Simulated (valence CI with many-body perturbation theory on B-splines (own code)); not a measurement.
## The 21-electron sequence from Sc to Pm40+

Level of theory: configuration interaction combined with many-body perturbation theory (CI+MBPT): three valence electrons over a frozen Dirac-Fock core [Ar], radial functions for each j: 9 s, 9 p, 10 d, 8 f, 5 g, 3 h, 1 i, with the one-electron correlation potential Σ1, the two-electron term Σ2, the three-electron term Σ3, Breit, model QED; selected CI, second order for the rest (own B-spline code, finite nucleus). Basis and details of the method differ along the sequence, and some ions are missing.

Excitation energies in eV above the lowest level of each ion. Labels name the leading LS component, so a column can jump where levels mix; a blank means that no level of the computed list carries the label, and where several do, the lowest of them is shown. The ionisation energies from NIST are mostly theoretical or semi-empirical. By estimate, terms of the open shell hold to 2 to 4 % up to charges of about 25 and to about 1 % beyond; near the neutral end and where shells cross, configurations can be misplaced by 0.1 to 0.6 eV.

```csv
Ion,Lowest level,IE (eV),"IE, NIST (eV)",3d³ ⁴F_3/2,3d³ ⁴P_3/2,3d³ ⁴F_9/2,3d³ ²G_7/2,3d³ ⁴P_5/2,3d³ ²G_9/2,3d³ ²D_5/2
Sc,3d4s² ²D_3/2,6.553,6.56149,,,,,,,
Cr3+,3d³ ⁴F_3/2,48.734,49.16 ± 0.05,0,1.810,0.1163,1.846,1.846,1.889,2.628
Co6+,3d³ ⁴F_3/2,128.76,128.9 ± 0.5,0,2.709,0.3372,2.848,2.827,2.960,4.076
Zn9+,3d³ ⁴F_3/2,237.93,238 ± 2.2,0,3.576,0.7390,3.855,3.876,4.066,5.573
As12+,3d³ ⁴F_3/2,375.26,375 ± 3,0,4.446,1.396,4.968,5.109,5.283,7.289
Kr15+,3d³ ⁴F_3/2,540.4,540 ± 3,0,5.324,2.387,6.283,6.626,6.673,9.368
Zr19+,3d³ ⁴F_3/2,803.62,803 ± 4,0,6.580,4.350,8.576,9.299,,13.00
Tc22+,3d³ ⁴F_3/2,1033.3,1032 ± 4,0,7.730,6.352,10.94,11.98,17.18,16.63
Pd25+,3d³ ⁴F_3/2,1290.7,1290 ± 4,0,9.244,8.810,14.13,15.42,22.79,21.27
In28+,3d³ ⁴F_3/2,1576,1575 ± 4,0,11.31,11.75,18.46,19.78,30.21,27.14
Te31+,3d³ ⁴F_3/2,1889.2,1889 ± 4,0,14.11,,24.24,25.14,15.29,34.39
Cs34+,3d³ ⁴F_3/2,2230.6,2230 ± 5,0,17.81,33.70,31.78,31.55,19.60,43.06
Ce37+,3d³ ⁴F_3/2,2600.2,2600 ± 4,0,22.56,43.80,41.37,39.02,24.84,53.28
Pm40+,3d³ ⁴F_3/2,2998.3,2997 ± 4,0,28.50,56.22,,47.57,31.18,65.62
```

(1) Does the computed ground configuration or its J change in this range?

Shares of the ionisation energy in eV, for some of the ions:

```
  Ion     Σ1      Σ2        Σ3      Breit        QED
   Sc  0.205  -0.103  -0.00326  -0.000983  -0.000751
 Co6+   2.06    3.11  0.000631  -0.000185    0.00539
As12+   2.41    4.09   0.00509    -0.0583     0.0137
Zr19+   2.54    4.68    0.0173     -0.241     0.0291
Pd25+   2.59    5.04    0.0339     -0.551     0.0499
Te31+   2.61    5.35    0.0495      -1.04     0.0798
Ce37+   2.62    5.61    0.0600      -1.73      0.119
```

## Answers

(1) Yes, from 3d4s² ²D_3/2 in Sc to 3d³ ⁴F_3/2 in Cr3+.
